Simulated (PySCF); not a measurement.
Job file and geometry (Å, from GFN2-xTB) of an NMR shielding run on SMILES BN(B[C@H]1C[C@@H](F)C1)CC, C6H14B2FN, GIAO PBE0/pcSseg-1 NMR shielding, non-relativistic, gas phase (PySCF 2.14.0, density-fitted response routines); density fitting, a coarse starting grid and PySCF grid level 2 are the driver's defaults:

```
$ OMP_NUM_THREADS=1 python probes_run.py task.json out

{"job": {"kind": "nmr", "xc": "PBE0", "basis": "pcSseg-1"}, "charge": 0, "multiplicity": 1}
B      1.476493     0.199418     1.694977
N      1.304159    -0.510927     0.488744
B      0.054911    -0.886435    -0.067614
C     -1.325129    -0.397314     0.535753
C     -1.614215     1.125030     0.414168
C     -3.013154     0.798180    -0.106693
F     -3.357634     1.437917    -1.278127
C     -2.621734    -0.671213    -0.264357
C      2.502651    -0.839217    -0.288119
C      2.777265     0.245662    -1.325921
H      2.557765     0.488830     2.043538
H      0.551806     0.477061     2.350018
H      0.057302    -1.549860    -1.038098
H     -1.455066    -0.709878     1.573070
H     -1.009514     1.608186    -0.350711
H     -1.565941     1.710117     1.328971
H     -3.829118     0.993021     0.595731
H     -3.315074    -1.396600     0.155737
H     -2.431657    -0.919241    -1.306410
H      2.359186    -1.798396    -0.792034
H      3.359223    -0.927255     0.383635
H      2.917400     1.204936    -0.832487
H      3.672202     0.008736    -1.895519
H      1.936139     0.329007    -2.010696
```

**Question.** What does the program print?

**Answer.** 
```
coarse grid: 19520 points
cycle   1  E = -440.6761012340  dE =  1.088e+00  |g| = 5.819e-01  |ddm| = 4.213e+00
cycle   2  E = -440.6541669761  dE =  2.193e-02  |g| = 7.231e-01  |ddm| = 9.872e-01
cycle   3  E = -440.7476840877  dE = -9.352e-02  |g| = 7.515e-02  |ddm| = 5.463e-01
cycle   4  E = -440.7484795510  dE = -7.955e-04  |g| = 3.878e-02  |ddm| = 7.475e-02
cycle   5  E = -440.7487976240  dE = -3.181e-04  |g| = 7.679e-03  |ddm| = 3.366e-02
cycle   6  E = -440.7488104765  dE = -1.285e-05  |g| = 2.339e-03  |ddm| = 8.294e-03
cycle   7  E = -440.7488116320  dE = -1.155e-06  |g| = 7.215e-04  |ddm| = 2.103e-03
final grid: 187472 points
cycle   8  E = -440.8126562657  dE = -7.152e-05  |g| = 1.161e-02  |ddm| = 4.320e-02
cycle   9  E = -440.8126337744  dE =  2.249e-05  |g| = 1.580e-02  |ddm| = 2.216e-02
cycle  10  E = -440.8126885555  dE = -5.478e-05  |g| = 1.494e-03  |ddm| = 1.206e-02
cycle  11  E = -440.8126889680  dE = -4.125e-07  |g| = 3.347e-04  |ddm| = 1.216e-03
cycle  12  E = -440.8126889882  dE = -2.018e-08  |g| = 8.986e-05  |ddm| = 3.088e-04
cycle  13  E = -440.8126889899  dE = -1.764e-09  |g| = 3.772e-05  |ddm| = 1.073e-04
cycle  14  E = -440.8126889902  dE = -2.773e-10  |g| = 7.778e-06  |ddm| = 3.017e-05
converged SCF energy = -440.8126889902

GIAO shielding tensors (ppm)
atom      isotropic    diamagn.    paramagn.     s11        s22        s33       span
  0 B       49.901     200.065    -150.164     11.364     26.094    112.244    100.880
  1 N       54.321     326.380    -272.059   -104.834     25.405    242.392    347.225
  2 B       41.051     195.300    -154.249     -7.525     37.813     92.866    100.391
  3 C      170.628     251.899     -81.271    160.186    173.384    178.315     18.128
  4 C      149.315     248.527     -99.213    121.504    141.852    184.588     63.084
  5 C       97.599     251.845    -154.245     61.763     79.800    151.234     89.470
  6 F      349.761     470.124    -120.364    299.432    367.526    382.324     82.891
  7 C      149.918     250.750    -100.832    132.900    145.974    170.880     37.980
  8 C      128.261     242.366    -114.105     98.462    116.990    169.332     70.870
  9 C      161.432     248.136     -86.704    143.668    154.091    186.536     42.869
 10 H       26.211      32.542      -6.331     23.564     26.477     28.591      5.026
 11 H       26.299      34.749      -8.450     23.544     25.290     30.064      6.519
 12 H       25.726      33.178      -7.452     21.543     25.752     29.882      8.340
 13 H       29.919      34.036      -4.118     25.902     29.408     34.445      8.543
 14 H       29.703      32.846      -3.143     26.576     30.166     32.368      5.792
 15 H       29.098      31.763      -2.664     25.223     27.850     34.221      8.998
 16 H       26.513      30.281      -3.768     22.601     27.597     29.343      6.742
 17 H       29.087      29.626      -0.540     26.040     26.414     34.807      8.768
 18 H       29.242      30.992      -1.750     26.718     28.012     32.997      6.279
 19 H       28.072      29.344      -1.272     24.615     27.583     32.018      7.402
 20 H       28.063      29.087      -1.024     24.223     27.313     32.652      8.430
 21 H       30.484      30.432       0.053     27.658     28.857     34.937      7.279
 22 H       30.475      27.208       3.267     26.502     27.036     37.888     11.386
 23 H       30.446      31.190      -0.744     26.954     29.743     34.642      7.688
```

Size and cost of the density-fitted run: 240 basis functions, 2.2 min wall time on 1 thread of an Intel Xeon, shared host; peak memory 1 GiB.
